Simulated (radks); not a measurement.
Q: The europium ion Eu2+, [Xe] 4f7. Method: non-relativistic Kohn-Sham, exchange-only B88, spin-polarised, spherical densities, point nucleus; computed with a radial shooting solver on a logarithmic mesh with Libxc functionals. Every spin shell is full or empty, so the densities are truly spherical. Functionals are evaluated on that one density, not self-consistently. Rank these exchange functionals by their error against the exact value of the orbitals, and give that value: LDA, B88, PBE, WC, SOGGA, B86b, revTPSS, MVS.

A: Exact: -230.055 hartree. From best to worst, with 100 (|E| - |E exact|)/|E exact| (equal figures are ties): B86b +0.13, MVS +0.15, B88 +0.18, PBE -0.25, WC -0.60, revTPSS -0.79, SOGGA -1.92, LDA -4.21.
